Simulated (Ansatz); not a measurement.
Two members of one family (Series SnH3X), computed with Ansatz in the gas phase; def2 core potentials for Sn, no spin–orbit coupling. Binding counts from free atoms in the multiplicity of their measured ground term, without zero-point energy. A dash marks a value that wasn't run or was left out as unsound. The structures are stationary points that may keep the symmetry of their start.

First: Sn(vinyl)H3 (singlet, charge 0, r2SCAN-D4/def2-TZVP geometry).

```xyz
9

Sn   -1.231   -0.652   -0.257
C     0.287    0.721    0.347
C     1.587    0.512    0.165
H    -0.031    1.641    0.833
H     1.976   -0.385   -0.313
H     2.336    1.235    0.486
H    -1.133   -0.932   -1.939
H    -2.760    0.002    0.124
H    -1.032   -2.142    0.554
```

```json
{"level": "LDA (SPW92)/def2-TZVP", "HOMO (eV)": "-6.93", "LUMO (eV)": "-1.68", "gap (eV)": "5.25", "vertical IE (eV)": "–", "vertical triplet (eV)": "–", "binding per atom (eV)": "3.83"}
{"level": "r2SCAN-D4/def2-TZVP", "HOMO (eV)": "-7.00", "LUMO (eV)": "-1.25", "gap (eV)": "5.75", "vertical IE (eV)": "9.79", "vertical triplet (eV)": "4.01", "binding per atom (eV)": "3.38"}
{"level": "r2SCANh-D4/def2-TZVP", "HOMO (eV)": "-7.41", "LUMO (eV)": "-0.89", "gap (eV)": "6.52", "vertical IE (eV)": "–", "vertical triplet (eV)": "–", "binding per atom (eV)": "3.37"}
{"level": "PBE0-D4/def2-SVP", "HOMO (eV)": "-7.83", "LUMO (eV)": "-0.29", "gap (eV)": "7.54", "vertical IE (eV)": "–", "vertical triplet (eV)": "–", "binding per atom (eV)": "3.39"}
{"level": "PBE0-D4/def2-TZVP", "HOMO (eV)": "-7.89", "LUMO (eV)": "-0.49", "gap (eV)": "7.41", "vertical IE (eV)": "9.93", "vertical triplet (eV)": "4.15", "binding per atom (eV)": "3.38"}
```

Second: Sn(OMe)H3 (singlet, charge 0, r2SCAN-D4/def2-TZVP geometry).

Cartesian coordinates in Å:
```
Sn -0.279 1.206 0.777
O -0.555 0.011 -0.771
C 0.214 -1.173 -0.834
H 1.295 -0.970 -0.876
H -0.062 -1.708 -1.748
H 0.027 -1.842 0.018
H -0.630 0.304 2.185
H -1.369 2.477 0.496
H 1.360 1.695 0.754
```

**Question.** Estimate the same table for the second.

**Answer.** 
```json
{"level": "LDA (SPW92)/def2-TZVP", "HOMO (eV)": "-6.05", "LUMO (eV)": "-1.43", "gap (eV)": "4.62", "vertical IE (eV)": "–", "vertical triplet (eV)": "–", "binding per atom (eV)": "3.64"}
{"level": "r2SCAN-D4/def2-TZVP", "HOMO (eV)": "-6.26", "LUMO (eV)": "-0.79", "gap (eV)": "5.46", "vertical IE (eV)": "9.49", "vertical triplet (eV)": "5.21", "binding per atom (eV)": "3.18"}
{"level": "r2SCANh-D4/def2-TZVP", "HOMO (eV)": "-6.84", "LUMO (eV)": "-0.53", "gap (eV)": "6.32", "vertical IE (eV)": "–", "vertical triplet (eV)": "–", "binding per atom (eV)": "3.16"}
{"level": "PBE0-D4/def2-SVP", "HOMO (eV)": "-7.32", "LUMO (eV)": "-0.07", "gap (eV)": "7.24", "vertical IE (eV)": "–", "vertical triplet (eV)": "–", "binding per atom (eV)": "3.15"}
{"level": "PBE0-D4/def2-TZVP", "HOMO (eV)": "-7.50", "LUMO (eV)": "-0.40", "gap (eV)": "7.10", "vertical IE (eV)": "9.63", "vertical triplet (eV)": "5.32", "binding per atom (eV)": "3.15"}
```
